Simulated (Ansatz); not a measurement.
Basis-set extrapolation for H$_{4}$S$_{3}$Si (`S[SiH](S)S`) (PBE0-D4/def2-TZVP geometry, frozen core, the Gaussian-basis code of Ansatz). Multiplicity 1, RHF reference.

```
                       def2-TZVPP    def2-QZVPP
                 HF  -1484.000599  -1484.043259
    MP2 correlation     -0.655653     -0.713822
CCSD(T) correlation     -0.751181     -0.806990
```

Energies in hartree. Use E(X) = E(∞) + A·exp(−7.88·√X) for Hartree–Fock and E(X) = E(∞) + B·X^(−2.97) for correlation, with X = 3 and 4.

What is the CCSD(T) energy at the basis-set limit?

HF limit: -1484.043259 + (-0.042660) × 0.13774 = -1484.04913. Correlation limit: -0.806990 + (-0.055809) × 0.74074 = -0.84833. Total: -1484.89746 hartree, 3.96 eV below CCSD(T)/def2-TZVPP.
